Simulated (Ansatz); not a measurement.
Program: Ansatz. Geometries: PBE0-D4/def2-TZVP. ΔE: electronic, gas phase. CBS: MP2 limit from def2 TZ/QZ plus the TZ coupled-cluster correction, frozen cores. This one scheme is used for every species. Functionals use def2-TZVPP. B3LYP here is the variant with VWN-RPA as its local correlation; programs differ in this. Each species was taken in one conformer, which may not be the lowest.

Consider the ligand exchange at the Si–C bond: `CSC(F)[SiH3]` + `OB(S)S` → `[SiH3]OB(S)S` + `CSCF`.

```json
{"level": "r2SCAN-D4", "ΔE (kcal/mol)": "-24.5", "difference from CCSD(T)/CBS": "1.1"}
{"level": "B3LYP-D4", "ΔE (kcal/mol)": "-26.0", "difference from CCSD(T)/CBS": "-0.4"}
{"level": "ωB97X-V", "ΔE (kcal/mol)": "-25.0", "difference from CCSD(T)/CBS": "0.6"}
{"level": "ωB97M-V", "ΔE (kcal/mol)": "-24.7", "difference from CCSD(T)/CBS": "0.9"}
{"level": "B2PLYP", "ΔE (kcal/mol)": "-26.4", "difference from CCSD(T)/CBS": "-0.8"}
{"level": "PBE", "ΔE (kcal/mol)": "-21.6", "difference from CCSD(T)/CBS": "4.0"}
{"level": "r2SCAN", "ΔE (kcal/mol)": "-24.4", "difference from CCSD(T)/CBS": "1.2"}
{"level": "PBE0", "ΔE (kcal/mol)": "-23.4", "difference from CCSD(T)/CBS": "2.2"}
{"level": "B3LYP", "ΔE (kcal/mol)": "-26.0", "difference from CCSD(T)/CBS": "-0.4"}
{"level": "HF/def2-TZVPP", "ΔE (kcal/mol)": "-31.3", "difference from CCSD(T)/CBS": "-5.7"}
{"level": "MP2/def2-TZVPP", "ΔE (kcal/mol)": "-26.2", "difference from CCSD(T)/CBS": "-0.6"}
{"level": "SCS-MP2/def2-TZVPP", "ΔE (kcal/mol)": "-27.2", "difference from CCSD(T)/CBS": "-1.6"}
{"level": "HF/def2-QZVPP", "ΔE (kcal/mol)": "-31.7", "difference from CCSD(T)/CBS": "-6.1"}
{"level": "MP2/def2-QZVPP", "ΔE (kcal/mol)": "-26.3", "difference from CCSD(T)/CBS": "-0.7"}
{"level": "SCS-MP2/def2-QZVPP", "ΔE (kcal/mol)": "-27.3", "difference from CCSD(T)/CBS": "-1.7"}
{"level": "CCSD/CBS(def2)", "ΔE (kcal/mol)": "-26.4", "difference from CCSD(T)/CBS": "-0.8"}
{"level": "CCSD(T)/CBS", "ΔE (kcal/mol)": "-25.6", "difference from CCSD(T)/CBS": "0"}
```

Largest T1 diagnostic among the species: 0.013.

From PBE to PBE0 (25 % exact exchange), in def2-TZVPP and without D4, ΔE moves by −1.8 kcal/mol. In def2-TZVPP, CCSD(T) changes the Hartree–Fock value by +5.6 kcal/mol (the triples alone add +0.8 kcal/mol) and MP2 by +5.0 kcal/mol.
